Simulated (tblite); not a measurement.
A geometry optimisation, step by step.

Compound: C2H10O2Si2.
SMILES with atom numbers: `[CH3:1][CH2:2][Si@@H:3]([OH:4])[O:5][SiH3:6]` (hydrogens: H7, H8, H9 on C1; H10, H11 on C2; H12 on Si3; H13 on O4; H14, H15, H16 on Si6)

Computed with GFN2-xTB (tblite), gas phase: L-BFGS steps from a force-field or distance-geometry start until the largest atomic force falls under 0.01 eV/Å. 12 of its 132 geometries are shown.

Step 0: E = -573.9339 eV, largest atomic force 2.384 eV/Å
```
atom  x, y, z in Å  |  force x, y, z in eV/Å
C1     -2.202    0.115   -0.050   -0.875  -0.144   0.833
C2     -0.715    0.286   -0.285   -0.531  -0.427  -0.513
Si3     0.121   -0.303    1.285    0.811  -1.418   1.366
O4     -0.148   -1.989    1.444    0.488   1.751  -1.479
O5      1.790   -0.042    1.326   -0.954   0.544  -2.116
Si6     2.440    0.518   -0.150    0.758   0.098   1.105
H7     -2.799    0.568   -0.864    0.191  -0.523   0.489
H8     -2.443    0.628    0.911   -0.219  -0.304  -0.818
H9     -2.437   -0.969    0.113   -0.063   1.033  -0.398
H10    -0.557    1.349   -0.491    0.195  -0.362  -0.171
H11    -0.483   -0.351   -1.162    0.283   0.673   0.231
H12    -0.538    0.428    2.397    0.527  -0.443  -0.211
H13    -0.048   -2.365    0.540   -0.168   0.005   1.201
H14     2.850   -0.554   -1.061   -0.194  -0.172   0.206
H15     1.506    1.383   -0.871    0.223   0.000   0.088
H16     3.658    1.306    0.174   -0.473  -0.311   0.187
```

Step 12: E = -574.7999 eV, largest atomic force 0.461 eV/Å
```
atom  x, y, z in Å  |  force x, y, z in eV/Å
C1     -2.350    0.121   -0.088   -0.037  -0.010   0.223
C2     -0.840    0.289   -0.254   -0.146  -0.050  -0.076
Si3     0.143   -0.320    1.271   -0.327   0.028  -0.324
O4     -0.050   -1.919    1.472    0.036  -0.025  -0.050
O5      1.690    0.100    1.009    0.028  -0.013   0.038
Si6     2.604    0.596   -0.233   -0.003  -0.003  -0.094
H7     -2.947    0.511   -0.915    0.270  -0.093  -0.029
H8     -2.662    0.631    0.812   -0.122   0.280   0.181
H9     -2.606   -0.922    0.076    0.017  -0.146  -0.199
H10    -0.617    1.343   -0.469   -0.061  -0.267   0.093
H11    -0.513   -0.285   -1.133   -0.033   0.157   0.084
H12    -0.202    0.227    2.559   -0.027   0.061   0.145
H13    -0.065   -2.521    0.729    0.037   0.037   0.088
H14     2.891   -0.643   -0.989    0.104   0.330   0.020
H15     1.787    1.545   -1.022    0.318  -0.159   0.025
H16     3.730    1.256    0.431   -0.055  -0.125  -0.126
```

Step 24: E = -574.8952 eV, largest atomic force 0.135 eV/Å
```
atom  x, y, z in Å  |  force x, y, z in eV/Å
C1     -2.436    0.112   -0.072   -0.068  -0.005   0.017
C2     -0.930    0.279   -0.208   -0.002   0.003   0.020
Si3     0.109   -0.326    1.262    0.055   0.023   0.046
O4     -0.020   -1.926    1.508    0.026   0.060   0.001
O5      1.632    0.140    0.893   -0.011  -0.096   0.007
Si6     2.683    0.607   -0.246   -0.033  -0.006   0.046
H7     -2.936    0.483   -0.965   -0.090  -0.016   0.005
H8     -2.811    0.659    0.787   -0.002   0.069   0.035
H9     -2.704   -0.932    0.066    0.017  -0.054  -0.026
H10    -0.706    1.330   -0.386   -0.023   0.061   0.019
H11    -0.605   -0.245   -1.111    0.038  -0.042  -0.035
H12    -0.143    0.197    2.597   -0.008  -0.004  -0.135
H13    -0.026   -2.568    0.803    0.034   0.024  -0.008
H14     3.041   -0.565   -1.040    0.063  -0.091  -0.019
H15     2.047    1.585   -1.126   -0.029   0.083  -0.025
H16     3.797    1.181    0.493    0.033  -0.010   0.053
```

Step 36: E = -574.9189 eV, largest atomic force 0.124 eV/Å
```
atom  x, y, z in Å  |  force x, y, z in eV/Å
C1     -2.499    0.097   -0.053    0.048   0.009   0.016
C2     -0.994    0.303   -0.216   -0.009  -0.021  -0.002
Si3     0.100   -0.311    1.221   -0.046   0.004  -0.100
O4      0.002   -1.904    1.517   -0.120   0.013  -0.027
O5      1.628    0.041    0.780    0.003   0.062   0.025
Si6     2.751    0.583   -0.248    0.039  -0.018   0.015
H7     -3.030    0.438   -0.943    0.001  -0.029   0.047
H8     -2.871    0.660    0.800    0.019  -0.010   0.001
H9     -2.741   -0.953    0.110    0.053   0.027  -0.017
H10    -0.806    1.369   -0.371   -0.011  -0.070   0.021
H11    -0.667   -0.191   -1.139   -0.039   0.015   0.040
H12    -0.143    0.277    2.528    0.034  -0.025  -0.057
H13     0.080   -2.558    0.825    0.021   0.032   0.037
H14     3.186   -0.566   -1.044   -0.005  -0.012  -0.040
H15     2.173    1.623   -1.099   -0.009   0.001  -0.016
H16     3.824    1.103    0.589    0.022   0.021   0.056
```

Step 48: E = -574.9397 eV, largest atomic force 0.114 eV/Å
```
atom  x, y, z in Å  |  force x, y, z in eV/Å
C1     -2.551    0.069   -0.009   -0.007  -0.009   0.001
C2     -1.070    0.338   -0.263   -0.021   0.020  -0.011
Si3     0.081   -0.279    1.119    0.000  -0.019   0.010
O4     -0.118   -1.853    1.463    0.023  -0.084  -0.065
O5      1.620   -0.046    0.642   -0.017  -0.011   0.001
Si6     2.849    0.551   -0.218   -0.021   0.002  -0.040
H7     -3.155    0.361   -0.868    0.017   0.011   0.012
H8     -2.899    0.628    0.856    0.021  -0.013   0.019
H9     -2.724   -0.988    0.184    0.020   0.000   0.004
H10    -0.928    1.411   -0.394   -0.006   0.033  -0.020
H11    -0.788   -0.117   -1.216    0.018  -0.039   0.005
H12    -0.084    0.374    2.407   -0.016   0.001   0.000
H13     0.241   -2.536    0.898   -0.051   0.077   0.067
H14     3.336   -0.553   -1.048    0.007   0.009   0.016
H15     2.345    1.643   -1.051    0.031   0.020  -0.004
H16     3.836    1.004    0.756    0.002   0.000   0.005
```

Step 60: E = -574.9431 eV, largest atomic force 0.046 eV/Å
```
atom  x, y, z in Å  |  force x, y, z in eV/Å
C1     -2.565    0.057    0.013    0.007   0.008   0.002
C2     -1.098    0.356   -0.284    0.017  -0.015   0.000
Si3     0.072   -0.264    1.079   -0.011  -0.008   0.007
O4     -0.167   -1.833    1.423    0.019  -0.015  -0.011
O5      1.607   -0.084    0.567   -0.005   0.006  -0.003
Si6     2.876    0.542   -0.211    0.010  -0.005   0.006
H7     -3.201    0.343   -0.823   -0.005   0.003  -0.007
H8     -2.892    0.604    0.893   -0.001  -0.009   0.020
H9     -2.703   -1.004    0.207   -0.010   0.004  -0.007
H10    -0.979    1.432   -0.427    0.008  -0.016   0.003
H11    -0.828   -0.108   -1.236   -0.010  -0.002  -0.009
H12    -0.071    0.408    2.362    0.009   0.002  -0.018
H13     0.285   -2.524    0.944   -0.022   0.038   0.013
H14     3.398   -0.546   -1.037    0.000  -0.003  -0.009
H15     2.436    1.670   -1.031   -0.006   0.008  -0.004
H16     3.823    0.960    0.819   -0.002   0.003   0.016
```

Step 71: E = -574.9458 eV, largest atomic force 0.050 eV/Å
```
atom  x, y, z in Å  |  force x, y, z in eV/Å
C1     -2.602    0.038    0.045   -0.005   0.020   0.005
C2     -1.155    0.358   -0.317   -0.008  -0.006  -0.011
Si3     0.071   -0.242    1.003    0.001  -0.002  -0.001
O4     -0.181   -1.797    1.403    0.019  -0.035  -0.030
O5      1.579   -0.130    0.402    0.015   0.010  -0.004
Si6     2.931    0.527   -0.189    0.015  -0.016   0.028
H7     -3.284    0.342   -0.748    0.008  -0.011   0.000
H8     -2.887    0.558    0.956   -0.004  -0.014   0.015
H9     -2.720   -1.029    0.216   -0.015   0.025  -0.005
H10    -1.054    1.435   -0.463   -0.005  -0.002   0.009
H11    -0.925   -0.099   -1.282    0.017  -0.022  -0.005
H12    -0.003    0.485    2.263    0.010   0.016  -0.004
H13     0.342   -2.491    1.008   -0.026   0.020   0.018
H14     3.512   -0.529   -1.018    0.001   0.008   0.005
H15     2.592    1.711   -0.976   -0.017   0.016  -0.009
H16     3.776    0.872    0.954   -0.007  -0.007  -0.012
```

Step 83: E = -574.9468 eV, largest atomic force 0.019 eV/Å
```
atom  x, y, z in Å  |  force x, y, z in eV/Å
C1     -2.614    0.036    0.058   -0.003   0.000  -0.002
C2     -1.172    0.351   -0.330   -0.009   0.001   0.000
Si3     0.075   -0.236    0.976   -0.004   0.000  -0.004
O4     -0.189   -1.786    1.387    0.005  -0.011  -0.006
O5      1.575   -0.142    0.353    0.000  -0.013  -0.004
Si6     2.947    0.524   -0.178    0.007   0.015   0.009
H7     -3.309    0.355   -0.718    0.005   0.009   0.004
H8     -2.878    0.540    0.984    0.001   0.000  -0.008
H9     -2.739   -1.033    0.212    0.005   0.002   0.008
H10    -1.075    1.427   -0.485    0.004   0.000  -0.002
H11    -0.955   -0.115   -1.294    0.000  -0.005   0.003
H12     0.032    0.520    2.221   -0.002  -0.008  -0.002
H13     0.353   -2.485    1.030   -0.002   0.010   0.011
H14     3.555   -0.516   -1.008   -0.007   0.001  -0.001
H15     2.628    1.726   -0.947   -0.004   0.000  -0.005
H16     3.758    0.844    0.994    0.002  -0.001   0.001
```

Step 95: E = -574.9476 eV, largest atomic force 0.078 eV/Å
```
atom  x, y, z in Å  |  force x, y, z in eV/Å
C1     -2.612    0.049    0.061    0.008   0.005   0.002
C2     -1.171    0.347   -0.340    0.024  -0.014   0.003
Si3     0.077   -0.247    0.964   -0.022  -0.014   0.010
O4     -0.208   -1.798    1.356    0.035  -0.062  -0.033
O5      1.589   -0.175    0.363    0.007   0.018  -0.001
Si6     2.944    0.528   -0.168   -0.039   0.005  -0.025
H7     -3.308    0.370   -0.712   -0.011   0.009  -0.001
H8     -2.865    0.561    0.987    0.000   0.005  -0.006
H9     -2.747   -1.018    0.224    0.008   0.000   0.006
H10    -1.065    1.420   -0.510    0.012  -0.025   0.004
H11    -0.966   -0.138   -1.298    0.001   0.017   0.001
H12     0.036    0.509    2.209    0.001   0.005   0.000
H13     0.381   -2.490    1.063   -0.033   0.055   0.036
H14     3.557   -0.495   -1.012    0.015   0.001   0.000
H15     2.586    1.726   -0.928    0.017  -0.001   0.010
H16     3.763    0.859    0.997   -0.021  -0.007  -0.005
```

Step 107: E = -574.9608 eV, largest atomic force 0.205 eV/Å
```
atom  x, y, z in Å  |  force x, y, z in eV/Å
C1     -2.590    0.168    0.058    0.016  -0.009   0.004
C2     -1.127    0.255   -0.367   -0.009   0.013   0.005
Si3     0.080   -0.382    0.947   -0.006  -0.002  -0.010
O4     -0.217   -1.955    1.220    0.154  -0.120  -0.021
O5      1.608   -0.270    0.389    0.018   0.028  -0.014
Si6     2.857    0.589   -0.174   -0.009  -0.014   0.004
H7     -3.246    0.552   -0.722   -0.003  -0.040  -0.011
H8     -2.771    0.742    0.963    0.055   0.008   0.001
H9     -2.853   -0.867    0.261   -0.024   0.011  -0.014
H10    -0.882    1.291   -0.608   -0.027  -0.001   0.005
H11    -0.995   -0.314   -1.291   -0.012   0.019   0.024
H12     0.033    0.363    2.203   -0.006  -0.005   0.005
H13     0.514   -2.564    1.331   -0.161   0.126   0.009
H14     3.542   -0.336   -1.075   -0.007   0.012   0.003
H15     2.372    1.784   -0.868    0.005  -0.032   0.008
H16     3.667    0.952    0.987    0.016   0.006   0.002
```

Step 119: E = -574.9673 eV, largest atomic force 0.058 eV/Å
```
atom  x, y, z in Å  |  force x, y, z in eV/Å
C1     -2.595    0.146    0.079   -0.017   0.001   0.012
C2     -1.148    0.264   -0.385   -0.010   0.027  -0.003
Si3     0.085   -0.365    0.908   -0.007  -0.006  -0.020
O4     -0.237   -1.939    1.137    0.028  -0.033  -0.035
O5      1.618   -0.240    0.369   -0.026   0.001  -0.016
Si6     2.899    0.588   -0.168   -0.021  -0.008  -0.011
H7     -3.281    0.514   -0.681   -0.002  -0.019  -0.006
H8     -2.747    0.727    0.986   -0.020   0.006   0.015
H9     -2.841   -0.889    0.300    0.011  -0.012  -0.012
H10    -0.945    1.310   -0.620    0.057   0.012   0.003
H11    -1.024   -0.289   -1.319   -0.010  -0.007   0.025
H12     0.034    0.349    2.182    0.003   0.022  -0.006
H13     0.456   -2.545    1.388   -0.012   0.010   0.021
H14     3.584   -0.340   -1.067   -0.013   0.009   0.033
H15     2.449    1.791   -0.869    0.005  -0.008   0.008
H16     3.684    0.927    1.016    0.033   0.005  -0.009
```

Step 131: E = -574.9710 eV, largest atomic force 0.009 eV/Å
```
atom  x, y, z in Å  |  force x, y, z in eV/Å
C1     -2.597    0.154    0.089   -0.001  -0.004   0.003
C2     -1.152    0.265   -0.386   -0.005  -0.003  -0.002
Si3     0.086   -0.380    0.891   -0.005   0.002  -0.001
O4     -0.225   -1.963    1.063   -0.001  -0.002  -0.009
O5      1.618   -0.213    0.367    0.004   0.003  -0.003
Si6     2.907    0.600   -0.171    0.000   0.003   0.003
H7     -3.290    0.504   -0.674    0.009   0.002  -0.001
H8     -2.749    0.747    0.988   -0.004   0.003   0.001
H9     -2.834   -0.879    0.324   -0.003  -0.003  -0.004
H10    -0.931    1.307   -0.623   -0.001  -0.001   0.007
H11    -1.044   -0.294   -1.318    0.003  -0.001   0.000
H12     0.025    0.308    2.180    0.002   0.005   0.005
H13     0.416   -2.552    1.454    0.006   0.005   0.002
H14     3.591   -0.336   -1.060   -0.006  -0.005   0.000
H15     2.464    1.804   -0.874    0.005  -0.006   0.005
H16     3.708    0.937    1.005   -0.003   0.001  -0.005
```

Task: Summarise the path.

Result: The energy falls by 1.0371 eV from step 0 to step 131; nine tenths of that is first reached at step 18. It falls at every step. The largest force goes from 2.384 to 0.009 eV/Å. Among the bonds Si3–O4 changes most (a near tie, within 0.001 Å, with another), from 1.715 to 1.622 Å; the atoms move by 0.660 Å rms after alignment.

Task: Follow the three bonds and two angles with the largest change from start to end.

Result: 
```
step  E above end (eV)  largest force (eV/Å)  Si3–O4 (Å)  O5–Si6 (Å)  Si3–O5 (Å)  Si3–O5–Si6 (°)  Si3–O4–H13 (°)
   0            1.0371                 2.384       1.715       1.707       1.690           113.9           106.0
   6            0.3809                 0.670       1.625       1.624       1.631           129.3           118.4
  11            0.2060                 0.553       1.623       1.623       1.627           136.2           121.0
  17            0.1049                 0.161       1.622       1.617       1.630           141.8           123.9
  23            0.0783                 0.121       1.623       1.619       1.634           147.3           123.7
  28            0.0676                 0.118       1.622       1.620       1.632           149.1           122.8
  34            0.0562                 0.125       1.623       1.618       1.633           151.8           122.2
  40            0.0421                 0.133       1.623       1.614       1.628           156.7           121.3
  46            0.0331                 0.094       1.623       1.614       1.627           158.1           121.4
  51            0.0296                 0.058       1.624       1.615       1.628           157.5           121.3
  57            0.0282                 0.025       1.624       1.616       1.628           159.0           121.5
  63            0.0273                 0.042       1.624       1.615       1.628           160.1           121.3
  68            0.0262                 0.047       1.625       1.614       1.628           160.1           120.5
  74            0.0247                 0.021       1.625       1.615       1.628           159.0           120.5
  80            0.0244                 0.016       1.625       1.615       1.627           158.9           120.9
  85            0.0242                 0.014       1.625       1.615       1.628           158.7           120.7
  91            0.0239                 0.022       1.625       1.615       1.629           157.5           120.6
  97            0.0227                 0.209       1.625       1.618       1.629           155.7           120.7
 103            0.0127                 0.120       1.624       1.617       1.630           153.1           120.3
 108            0.0097                 0.073       1.624       1.617       1.630           151.8           119.9
 114            0.0076                 0.051       1.624       1.617       1.630           151.8           119.7
 120            0.0035                 0.244       1.622       1.616       1.630           153.8           120.6
 125            0.0007                 0.056       1.622       1.617       1.628           155.4           121.2
 131            0.0000                 0.009       1.622       1.616       1.628           155.4           121.1
```

The cost below is that of the whole relaxation. On an Arm Neoverse V1 with one thread, shared host with 32 logical CPUs at a one-minute load of 6.4, this took 0.88 s.
